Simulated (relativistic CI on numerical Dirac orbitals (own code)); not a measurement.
Computed by Dirac-Coulomb-Breit CI, orbitals from a KLI potential per configuration, model QED, unscaled Slater integrals (own radial code, finite nucleus).

Configurations in the expansion (outside the closed core [Ar]): 3d10.4s, 3d10.4p, 3d10.4d, 3d10.4f, 3d10.5s, 3d10.5p, 3d10.5d, 3d10.5f, 3d10.6s, 3d10.5g, 3d9.4s2, 3d10.6p, 3d10.6d, 3d10.6f, 3d10.7s, 3d9.4s.4p, 3d10.8s, 3d9.4s.4d, 3d9.4s.4f, 3d9.4s.5s, 3d9.4s.5p, 3d9.4s.5d, 3d9.4s.5f, 3d9.4s.6s. Double excitations out of closed p, d and f shells are left out; levels of such configurations are missing from the list, as are those of other unlisted configurations, and high levels can miss mixing partners.

At this charge energies of transitions that change n are usually good to better than 1 %, and those within a shell (Δn = 0) to a few per cent.

Outline of the computed level scheme of Mo XIV. Lowest level of each configuration: 3d10.4s 2S_1/2 at 0.000 eV; 3d10.4p 2P°_1/2 at 29.068 eV; 3d10.4d 2D_3/2 at 80.327 eV; 3d10.4f 2F°_5/2 at 127.730 eV; 3d10.5s 2S_1/2 at 134.341 eV; 3d10.5p 2P°_1/2 at 147.038 eV; 3d10.5d 2D_3/2 at 169.371 eV; 3d10.5f 2F°_5/2 at 190.089 eV; 3d10.5g 2G_7/2 at 194.436 eV.

Some strong electric-dipole decays among the lowest 16 levels: 3d10.5g 2G_9/2 → 3d10.4f 2F°_7/2 (1.8e+11 s⁻¹); 3d10.5g 2G_7/2 → 3d10.4f 2F°_5/2 (1.7e+11 s⁻¹); 3d10.5s 2S_1/2 → 3d10.4p 2P°_3/2 (1.1e+11 s⁻¹); 3d10.4f 2F°_7/2 → 3d10.4d 2D_5/2 (5.6e+10 s⁻¹); 3d10.4f 2F°_5/2 → 3d10.4d 2D_3/2 (5.4e+10 s⁻¹); 3d10.5p 2P°_1/2 → 3d10.4d 2D_3/2 (5.3e+10 s⁻¹); 3d10.4d 2D_5/2 → 3d10.4p 2P°_3/2 (5.1e+10 s⁻¹); 3d10.5s 2S_1/2 → 3d10.4p 2P°_1/2 (5.1e+10 s⁻¹).

LS names give the leading component of a level, which can be under half, so a name can repeat, a term be missing and a line seem to break the LS rules.
